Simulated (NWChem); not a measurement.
## Relativistic effects in HTe

```
Te
H 1 1.6669
```
Charge 0, spin multiplicity 2.

All runs are NWChem calculations. All single points use one geometry, from UPBE0/def2-SVP with def2 effective core potentials on Te, a minimum by its harmonic frequencies.

Functional PBE, all-electron basis x2c-SVPall-2c, contracted for the X2C Hamiltonian and used here with ZORA. The ion keeps the geometry and has multiplicity 3 in the scalar run; the spin-orbit run starts from the same electron counts.

Relative cost: rough, from shared machines, SCF included, scalar ZORA = 1.

The structure started from a generated list of species. The stability of the SCF solutions was not checked.

```tsv
Hamiltonian	ΔSCF ionisation energy (eV)	relative cost
scalar ZORA	8.79	1
spin-orbit ZORA	?	under 3
```

**Question.** Complete the blanks.

**Answer.** 
- spin-orbit ZORA, ΔSCF ionisation energy (eV): 9.04
